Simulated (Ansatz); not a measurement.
Ansatz (an electronic-structure program) input:

Ansatz 0.2 input:
```yaml
crystal:
  periodic: [false, false, false]
  atoms:
    - {symbol: Si, position_ang: [0.20117888, -0.02146422, 0.12054523]}
    - {symbol: Cl, position_ang: [0.13977506, 1.62683324, -1.14415585]}
    - {symbol: Cl, position_ang: [-0.36625896, -1.58332989, -1.12807606]}
    - {symbol: Cl, position_ang: [-1.47734773, 0.25024673, 1.31589973]}
    - {symbol: O, position_ang: [1.50875139, -0.22280978, 0.86701018]}
basis:
  gaussian:
    orbitals: def2-TZVP
hamiltonian:
  xc: b3lyp
  dispersion: d3bj
total_charge: -1
relax: {f_tol: 0.002, max_steps: 150}
```

Task: What final total energy does it print?

Result: -1745.75834 Eh (B3LYP-D3(BJ)/def2-TZVP). The basis has 179 functions. The run takes around 70 core-seconds (rough).

It need not be the lowest isomer of its formula. Whether it binds its extra electron was not tested at this geometry.
